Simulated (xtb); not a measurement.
C₂H₄N, SMILES C(#[NH+])C, charge +1. All values are semi-empirical tight-binding results from xtb (GFN2-xTB unless named), good for trends rather than for accurate numbers. Geometry: GFN2-xTB. The isomer is the one that the SMILES or the coordinates give; other isomers of the formula were not compared.

Computed properties:
point group as xtb finds it: C3v
orbital gap: 6.11 eV
zero-point energy: 33.3 kcal/mol
G − E(el) at 298.15 K (modified RRHO): 18.7 kcal/mol
static polarisability (D4 model): 28.2 bohr³
solvation energy, GFN2-xTB/ALPB(water): -68.5 kcal/mol
solvation energy, GFN2-xTB/ALPB(benzene): -49.9 kcal/mol

Task: Give the IR lines (harmonic; lines under 4 % of the strongest left out, lines within 3 cm⁻¹ merged). (The exact figures need the calculation; the answer reports its results.)

Result: ν (cm⁻¹): 510 (s), 938 (w), 1295 (m), 1327 (m), 2369 (s), 2956 (w), 2971 (w), 3505 (vs) (against the strongest line: vs over 80 %, s over 45 %, m over 15 %, w over 4 %, vw less)
